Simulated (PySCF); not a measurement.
B(Me)(vinyl)(OH) (C3H7BO), SMILES CB(C=C)O. Geometry: PBE-D3(BJ)/def2-SVP. One conformer was computed; it need not be the lowest.

### Question
Give the equilibrium geometry at PBE-D3(BJ)/def2-SVP (PySCF confirms it by a frequency run) as bond lengths and angles, and its point group. (An estimate is asked for; the answer gives what the named calculation found.)

### Answer
Several could match; the one computed here: point group Cs.
Atoms: B1 C2 H3 H4 H5 C6 C7 H8 H9 H10 O11 H12. Bonds (Å): B1–C2 1.584, B1–C6 1.572, B1–O11 1.373, C2–H3 1.112, C2–H4 1.112, C2–H5 1.110, C6–C7 1.351, C6–H8 1.106, C7–H9 1.104, C7–H10 1.104, O11–H12 0.973. Bond angles (°): C2–B1–C6 121.3, C2–B1–O11 122.2, C6–B1–O11 116.5, B1–C2–H3 110.0, B1–C2–H4 110.0, B1–C2–H5 115.3, H3–C2–H4 105.4, H3–C2–H5 107.9, H4–C2–H5 107.9, B1–C6–C7 123.3, B1–C6–H8 119.0, C7–C6–H8 117.7, C6–C7–H9 122.8, C6–C7–H10 120.6, H9–C7–H10 116.5, B1–O11–H12 111.7.
